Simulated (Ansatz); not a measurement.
A run for Ansatz (an electronic-structure program): R-CCSD(T)/aug-cc-pVTZ on BeH2 (SMILES [BeH2]), atoms moved off the minimum.

Ansatz 0.2 input:
```yaml
crystal:
  periodic: [false, false, false]
  atoms:
    - {symbol: Be, position_ang: [-0.05324084, -0.01096533, -0.03202203]}
    - {symbol: H, position_ang: [-0.02581327, -0.06971202, 1.44522494]}
    - {symbol: H, position_ang: [0.02363604, -0.02633655, -1.34938375]}
basis:
  gaussian:
    orbitals: aug-cc-pVTZ
magnetization: {spin_polarized: false}
correlation: {method: ccsd_t, electrons: outside_noble_gas}
scf: {lower_state_search: off}
output: {forces: true}
```

Task: What total energy does the run end on?

Result: -15.8443 hartree (reference determinant -15.7664, T1 diagnostic 0.007).
